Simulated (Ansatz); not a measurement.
SnBr₂⁺, relaxed as a doublet with UKS B3LYP-D4/def2-TZVP in Ansatz, starting from the GFN1-xTB geometry. Force threshold 0.02 eV/Å.

In the def2 sets Sn takes a core potential; there is no spin–orbit coupling. The structure comes from a short search, and lower isomers may exist.

Start:

```xyz
3

Sn   -1.844    1.256   -0.741
Br   -0.344   -0.456    0.281
Br    2.187   -0.799    0.460
```

```tsv
step	energy (eV)	largest force component (eV/Å)	SCF passes
1	-145920.4622	0.877	23
2	-145920.5506	0.627	31
3	-145920.6466	0.495	34
4	-145920.7027	0.237	33
5	-145920.7537	0.243	31
6	-145920.8404	0.419	31
7	-145920.9129	0.469	32
8	-145921.0733	0.508	32
9	-145921.2291	0.598	33
10	-145921.4227	0.603	28
11	-145921.5694	0.895	33
12	-145921.6411	1.682	28
13	-145921.7239	1.064	27
14	-145921.8070	0.109	27
15	-145921.8080	0.012	26
```

Force components are those of the run's own axes.

End:

Cartesian coordinates in Å:
```
Sn -0.4352 1.1704 -0.7060
Br -1.2070 -0.9654 0.6009
Br 1.6422 -0.2050 0.1051
```

Bonds formed: Sn1–Br3 (atoms count from 1). The end is the same structure that another start reached, the lowest one found.

No frequencies were taken in this run, so the end may be a saddle point.

Run time 50 s (4 threads of Arm Neoverse V2 on a shared host).
